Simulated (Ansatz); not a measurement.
`BC(F)[SiH3]` + H₂O → `OC(F)[SiH3]` + BH₃  (formal hydrolysis of a C–B bond)

Calculated with Ansatz (gas phase, PBE0-D4/def2-TZVP geometries, no zero-point term in ΔE). CBS: MP2 limit from def2 TZ/QZ plus the TZ coupled-cluster correction, frozen cores. This one scheme is used for every species. Functionals use def2-TZVPP. One conformer a species, not always the lowest.

```json
{"level": "ωB97M-V", "ΔE (kJ/mol)": "77.1"}
{"level": "r2SCANh", "ΔE (kJ/mol)": "81.5"}
```

Problem. What does CCSD(T)/CBS give? (Best estimate.)

Solution. The calculation gave: +80.8 kJ/mol. The listed levels differ from it by -3.7, 0.7 kJ/mol.

Problem. What do rigid-rotor, harmonic-oscillator terms from PBE0-D4/def2-TZVP frequencies (298.15 K, 1 bar) make of the CCSD(T)/CBS value? (Best estimate.)

Solution. Ansatz gave: ΔZPE = -2.0 kJ/mol, ΔH = +77.5 kJ/mol, ΔS = -12 J/(mol·K), ΔG = +80.9 kJ/mol.

Largest T1 diagnostic among the species: 0.013.

From BLYP to BHLYP (50 % exact exchange), in def2-TZVPP and without D4, ΔE moves by −5.2 kJ/mol. Leaving LDA and LC-ωPBE aside and taking each functional with its dispersion term where it has one, the values, not all of them listed here, spread over 17.2 kJ/mol, from ωB97X-V to PBE-D4. LDA lies +8.3 kJ/mol from PBE without D4.
